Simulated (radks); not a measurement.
The numbers below are computed, except where a source is named.
Excited configurations of Ba III: one electron is placed in a higher orbital outside [Kr] 4d10 5s2 5p5. The ground configuration is [Xe]. Level of theory: Dirac Kohn-Sham, PBE, spin-unpolarised, spherical densities, finite nucleus; open shells fill j = l - 1/2 first; Fermi nuclear charge, rms radius 4.8378 fm (a radial shooting solver on a logarithmic mesh with Libxc functionals). Excitation = E - E(ground); binding = E(ion) - E, where the ion is the core of charge +3; n* = 3/sqrt(2 binding) in atomic units, and the quantum defect is n - n*.

outer orbital  excitation (eV)  binding (eV)     n*  quantum defect  eigenvalue (eV)  <r> (bohr)
4f5/2                   20.285        15.468  2.814           1.186           -9.189       1.677
5d3/2                   17.513        18.240  2.591           2.409          -14.174       2.700
5f5/2                   28.022         7.731  3.980           1.020           -6.138       5.950
6s1/2                   18.814        16.939  2.689           3.311          -14.185       3.794
6p1/2                   22.110        13.643  2.996           3.004          -11.361       4.398
6d3/2                   26.738         9.015  3.686           2.314           -7.520       6.103
6f5/2                   30.575         5.178  4.863           1.137           -4.288       10.12
7s1/2                   26.668         9.086  3.671           3.329           -7.802       6.987
7p1/2                   27.974         7.780  3.967           3.033           -6.640       7.868
7d3/2                   30.091         5.662  4.650           2.350           -4.803       10.23
7f5/2                   32.096         3.657  5.786           1.214           -3.108       15.28

The Delta-SCF ionisation energy is 35.753 eV (NIST Atomic Spectra Database: 35.844 eV, measured). Self-interaction in the functional shifts the binding energies and quantum defects, so they are the method's values and not measured ones. Spin polarisation and multiplet splitting are left out, so open shells lie too high by an amount that depends on their filling.

Beside tabulated values, note that spin-unpolarised runs miss the spin-polarisation part of the exchange energy of open shells.
